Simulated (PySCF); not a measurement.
**Electronic structure of Li- (lithium, charge -1) at the UHF level**

Configuration: [He] 2s2, closed-shell 1S. Computed with PySCF 2.14 in x2c-TZVPPall with one added diffuse shell each of s, p type (6s4p1d, 23 functions), with the spin-free X2C one-electron Hamiltonian (Gaussian nucleus).

| Quantity | Value |
| --- | --- |
| Total energy | -7.428518 hartree |
| One-electron energy | -10.1942 hartree |
| Hartree (Coulomb) energy | 4.5960 hartree |
| Exchange energy | -1.8303 hartree |
| ⟨S²⟩ | 0.0000 |
| ⟨L²⟩ | 0.000 |
| Sum of ⟨r⟩ | 12.28 bohr |
| Sum of ⟨r²⟩ | 79.28 bohr² |
| Langevin diamagnetic susceptibility | -62.8 ×10⁻⁶ cm³/mol |

```json
{"shell": "1s", "electrons": "2", "mean orbital energy (eV)": "-63.089", "rms radius, mean of both spins (bohr)": "0.668"}
{"shell": "2s", "electrons": "2", "mean orbital energy (eV)": "-0.352", "rms radius, mean of both spins (bohr)": "6.26"}
```
